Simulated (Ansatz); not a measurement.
One change: `O=[C]([AlH2])O[SiH3]` becomes `[NH2][AlH][C](=O)O[SiH3]`.

Ansatz, PBE0-D4/def2-TZVP geometries, multiplicity 1. Each molecule was computed in one conformer, which needn't be the lowest.

| property | `O=[C]([AlH2])O[SiH3]` |
| --- | --- |
| HOMO–LUMO gap (PBE0/def2-TZVPP) / eV | 5.21 |
| size of the dipole moment (B3LYP/def2-TZVPP) / D | 1.40 |
| HOMO energy (ωB97M-V/def2-TZVPP) / eV | -9.91 |
| HOMO–LUMO gap (ωB97M-V/def2-TZVPP) / eV | 9.24 |
| LUMO energy (ωB97M-V/def2-TZVPP) / eV | -0.67 |
| size of the dipole moment (ωB97M-V/def2-TZVPP) / D | 1.46 |

Problem. Give the same properties after the change, and the shifts. (An estimate is asked.)

Solution. Computed: 
```tsv
property	`[NH2][AlH][C](=O)O[SiH3]`	shift
HOMO–LUMO gap (PBE0/def2-TZVPP) / eV	5.97	0.76
size of the dipole moment (B3LYP/def2-TZVPP) / D	2.74	1.34
HOMO energy (ωB97M-V/def2-TZVPP) / eV	-9.86	0.05
HOMO–LUMO gap (ωB97M-V/def2-TZVPP) / eV	10.15	0.91
LUMO energy (ωB97M-V/def2-TZVPP) / eV	0.29	0.96
size of the dipole moment (ωB97M-V/def2-TZVPP) / D	2.74	1.28
```

With PBE0 the HOMO rises by 0.07 eV and the LUMO rises by 0.83 eV, so the gap widens by about 0.76 eV. PBE moves the HOMO by 0.10 eV and ωB97M-V by 0.05 eV. Dipoles are sizes alone; their direction can turn.

B3LYP here is the variant with VWN-RPA as its local correlation; programs differ in this.
